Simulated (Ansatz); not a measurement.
[CuH2]- (CuH2⁻) was relaxed with r2SCAN-D4 (def2-TZVPD) in Ansatz in these states: charge -1 singlet, neutral doublet. The geometries follow in no particular order.

A:

Cartesian coordinates in Å:
```
Cu 0.000 0.000 0.000
H 1.159 0.796 0.663
H -1.159 -0.796 -0.663
```

B:

```xyz
3

Cu    0.0000    0.0000    0.0000
H    -1.3521    0.6683   -0.2152
H     1.3521   -0.6683    0.2152
```

Q: Judge from the bond lengths which geometry belongs to which state (an estimate).

A: A is the charge -1 singlet (Cu1–H3 1.554 Å, Cu1–H2 1.554 Å); B is the neutral doublet (Cu1–H3 1.524 Å, Cu1–H2 1.524 Å).

At r2SCAN-D4/def2-TZVPD the highest occupied level of the charge -1 singlet lies above zero (up to 0.60 eV). By energy differences its removal costs 2.76 eV (vertical, to the charge 0 doublet, at r2SCAN-D4/def2-TZVPD), and other spins of that charge weren't run; a positive level beside a positive removal energy at the same level points to self-interaction error.
